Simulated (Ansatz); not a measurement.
Ga12N12H32, a nanocrystal cut from zinc blende GaN (hydrogen-capped). The state is a singlet with charge 0. Geometry PBE-D4/def2-SVP; atoms count from 1.

```xyz
56

N    -1.369    0.012   -3.436
N    -1.230   -3.679    0.233
N     1.831   -2.447    1.372
N     1.500    1.263   -2.643
N     3.045   -0.004   -0.222
N     0.335   -1.241   -1.155
N    -2.363    0.383   -0.580
N    -0.867   -0.880    1.828
N     0.446    1.648    0.288
N    -1.261    2.819   -2.039
N     1.935    0.257    2.724
N    -1.010    2.090    3.117
Ga   -0.701   -2.899   -1.555
Ga    0.569   -0.430   -2.926
Ga   -2.441    1.259   -2.337
Ga    2.121   -1.714   -0.517
Ga   -2.082   -2.462    1.633
Ga    0.757   -1.385    2.715
Ga    3.407    0.879   -2.021
Ga    0.683    2.559   -1.434
Ga    2.237    1.311    0.994
Ga   -0.517   -0.039    0.120
Ga   -1.976    0.294    3.016
Ga   -0.478    3.020    1.401
H    -1.412    0.251   -4.437
H    -1.831   -0.915   -3.361
H    -1.980   -4.354    0.015
H    -0.484   -4.271    0.625
H     2.762   -2.647    1.770
H     1.413   -3.385    1.279
H     1.653    1.714   -3.559
H     4.000   -0.209    0.114
H    -2.887   -0.509   -0.562
H    -2.822    0.948    0.156
H    -1.285    3.472   -2.835
H    -1.671    3.348   -1.245
H     2.864    0.001    3.092
H     1.580    0.917    3.432
H    -0.241    2.083    3.802
H    -1.708    2.715    3.550
H     0.205   -3.969   -2.295
H    -2.108   -2.457   -2.198
H     1.130   -1.335   -4.089
H    -3.857    1.607   -2.930
H     2.941   -2.800   -1.313
H    -2.100   -3.296    2.982
H    -3.411   -1.998    0.881
H     0.761   -2.090    4.125
H     4.009   -0.222   -2.990
H     4.104    2.276   -1.745
H     1.334    3.995   -1.430
H     3.146    2.547    1.361
H    -3.311    0.700    2.243
H    -1.979   -0.283    4.493
H    -1.893    3.346    0.705
H     0.505    4.203    1.783
```

Single mean-field runs in def2-TZVP are fitted with def2-universal-jkfit.

(1) Estimate the Mulliken populations of the heavy atoms from the PBE0/def2-TZVP orbitals of Ansatz.

(2) And the Mayer bond orders between heavy atoms (over 0.3)?

Results:

(1) 
```tsv
atom	charge (e)
N1	-0.54
N2	-0.58
N3	-0.56
N4	-0.44
N5	-0.46
N6	-0.09
N7	-0.39
N8	-0.08
N9	-0.09
N10	-0.54
N11	-0.56
N12	-0.58
Ga13	0.14
Ga14	0.28
Ga15	0.37
Ga16	0.26
Ga17	0.16
Ga18	0.29
Ga19	0.17
Ga20	0.28
Ga21	0.26
Ga22	-0.43
Ga23	0.16
Ga24	0.15
```
Mulliken values depend strongly on the basis.

(2) N1–Ga14 0.63 (2.05 Å); N1–Ga15 0.75 (1.98 Å); N2–Ga13 0.67 (2.02 Å); N2–Ga17 0.64 (2.04 Å); N3–Ga16 0.64 (2.05 Å); N3–Ga18 0.68 (2.02 Å); N4–Ga14 0.83 (1.95 Å); N4–Ga19 0.66 (2.04 Å); N4–Ga20 0.83 (1.95 Å); N5–Ga16 0.81 (1.97 Å); N5–Ga19 0.68 (2.04 Å); N5–Ga21 0.81 (1.97 Å); N6–Ga13 0.70 (2.00 Å); N6–Ga14 0.79 (1.96 Å); N6–Ga16 0.81 (1.95 Å); N6–Ga22 0.97 (1.95 Å); N7–Ga15 0.77 (1.96 Å); N7–Ga22 0.80 (2.02 Å); N8–Ga17 0.69 (2.00 Å); N8–Ga18 0.89 (1.92 Å); N8–Ga22 0.99 (1.94 Å); N8–Ga23 0.69 (2.00 Å); N9–Ga20 0.79 (1.96 Å); N9–Ga21 0.81 (1.95 Å); N9–Ga22 0.97 (1.95 Å); N9–Ga24 0.70 (1.99 Å); N10–Ga15 0.75 (1.98 Å); N10–Ga20 0.63 (2.05 Å); N11–Ga18 0.68 (2.02 Å); N11–Ga21 0.64 (2.05 Å); N12–Ga23 0.64 (2.04 Å); N12–Ga24 0.67 (2.02 Å).
